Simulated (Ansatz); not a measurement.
A run for Ansatz (a first-principles code): U-CCSD(T)/cc-pVDZ on GeH4O (SMILES [OH][GeH3]), a point of a bond scan (R = 1.924 Å). The run froze 15 orbitals, filled d shells among them.

Ansatz 0.2 input:
```yaml
crystal:
  periodic: [false, false, false]
  atoms:
    - {symbol: Ge, position_ang: [-0.32903929, 0.06812490, 0.07330265]}
    - {symbol: O, position_ang: [1.35705815, -0.35716009, -0.37168713]}
    - {symbol: H, position_ang: [-0.54453814, -0.15512316, 1.58391604]}
    - {symbol: H, position_ang: [-1.18632723, -0.88517582, -0.76517759]}
    - {symbol: H, position_ang: [-0.60848715, 1.54275960, -0.28108933]}
    - {symbol: H, position_ang: [2.66723133, 0.70680667, 0.55201345]}
basis:
  gaussian:
    orbitals: cc-pVDZ
correlation: {method: ccsd_t, electrons: outside_noble_gas}
scf: {omitted_lower_state_checks: [cluster_reference]}
magnetization: {spin_polarized: true, initial_magnetization: 0}
```

Program output:

```
WARN ansatz: RAYON_NUM_THREADS=1 ignored (pool sized by the plan → 1); use --threads N
Functional definition: HF
these checks for a lower state are left out or cut short: cluster_reference
integrals: 0.05 GiB planned
625 factors; integrals over basis functions are off by at most 1.3e-3 eV
mean field: 0.22 GiB planned
mean field evaluation 1: about -58562.2605 eV, gradient 3.0e1 eV
mean field evaluation 2: about -58562.2811 eV, gradient 3.0e1 eV
mean field evaluation 4: about -58567.4791 eV, gradient 3.2e0 eV
mean field evaluation 8: about -58567.6210 eV, gradient 4.2e-1 eV
mean field evaluation 16: about -58568.1617 eV, gradient 3.4e0 eV
mean field evaluation 32: about -58569.8388 eV, gradient 5.1e-1 eV
mean field evaluation 64: about -58562.5759 eV, gradient 2.1e1 eV
mean field evaluation 96: about -58567.6234 eV, gradient 1.6e-5 eV
mean field -58569.84499813 eV, -2152.4021036143 hartree, gradient 1.6e-6 eV, S^2 0.891157; 8 other end points of the search recorded, 0 dependent functions left out
15 core orbitals not correlated
reference -58569.84499813 eV, -2152.4021036143 hartree; 7, 7 occupied and 39, 39 virtual orbitals, 625 factors
second order -6.74718500 eV of doubles, -0.00000000 eV of singles
coupled cluster: 0.14 GiB planned
cycle   1  -7.36458041 eV  change   -6.2e-1 eV  update   8.1e-2
cycle   2  -7.65955880 eV  change   -2.9e-1 eV  update   3.2e-2
cycle   3  -7.74826712 eV  change   -8.9e-2 eV  update   2.5e-2
cycle   4  -7.77887482 eV  change   -3.1e-2 eV  update   1.9e-2
cycle   5  -7.81203147 eV  change   -3.3e-2 eV  update   1.4e-2
cycle   6  -7.87240693 eV  change   -6.0e-2 eV  update   1.2e-2
cycle   7  -7.92325127 eV  change   -5.1e-2 eV  update   8.2e-3
cycle   8  -7.94522254 eV  change   -2.2e-2 eV  update   4.4e-3
cycle   9  -7.95350539 eV  change   -8.3e-3 eV  update   2.8e-3
cycle  10  -7.95592048 eV  change   -2.4e-3 eV  update   1.8e-3
cycle  11  -7.95818934 eV  change   -2.3e-3 eV  update   1.1e-3
cycle  12  -7.95858679 eV  change   -4.0e-4 eV  update   6.2e-4
cycle  13  -7.95865439 eV  change   -6.8e-5 eV  update   3.4e-4
cycle  14  -7.95891236 eV  change   -2.6e-4 eV  update   1.6e-4
cycle  15  -7.95873609 eV  change    1.8e-4 eV  update   5.9e-5
cycle  16  -7.95872881 eV  change    7.3e-6 eV  update   2.5e-5
cycle  17  -7.95870771 eV  change    2.1e-5 eV  update   1.3e-5
cycle  18  -7.95872153 eV  change   -1.4e-5 eV  update   6.0e-6
cycle  19  -7.95873379 eV  change   -1.2e-5 eV  update   3.9e-6
cycle  20  -7.95874021 eV  change   -6.4e-6 eV  update   2.6e-6
coupled cluster: 0.14 GiB planned
perturbative correction -0.27507791 eV, -0.0101089266 hartree
Total energy: -58578.07881624 eV, -2152.7046908489 hartree
Checks for a lower state left out: cluster_reference
```

Self-consistency was reached. Its determinant has ⟨S²⟩ = 0.89, a mixture of spin states.

Cost: around 5 core-seconds (rough).
